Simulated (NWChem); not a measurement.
Species: H$_{2}$TeSeO; SMILES O[Te][SeH]

```xyz
5

Te     0.2371    -0.8127    -0.0012
O     -1.6852    -1.4711     0.0613
H     -1.9849    -1.4620    -0.8711
Se     0.0129     1.7122    -0.0283
H     -0.0659     1.9112     1.4480
```
Atoms are numbered in this order, from 1.

Level: PBE-D3(BJ)/def2-SVP with def2 effective core potentials on Te (NWChem), optimised geometry, unscaled harmonic frequencies. This build's default masses of Se (78.918 u) and Br (79.917 u) are each other's, which moves their modes by up to 0.6 %. def2 effective core potentials on Te; no spin-orbit coupling.

### Question
List the harmonic frequencies with IR intensities, and the thermochemistry.

### Answer
| frequency (cm⁻¹) | IR intensity (km/mol) |
|---|---|
| 135 | 0.7 |
| 235 | 5.4 |
| 323 | 12.6 |
| 399 | 82.5 |
| 559 | 55.4 |
| 655 | 17.2 |
| 967 | 51.8 |
| 2314 | 14.9 |
| 3670 | 78.4 |

```json
{
  "zero_point_energy": "13.2 kcal/mol",
  "thermal correction to the enthalpy at 298.15 K (with zero-point energy)": "17.0 kcal/mol",
  "heat capacity Cv": "15.2 cal/(mol K)",
  "entropy at 298.15 K and 1 atm (symmetry number 1)": "77.6 cal/(mol K)"
}
```

Rigid rotor and harmonic oscillator.
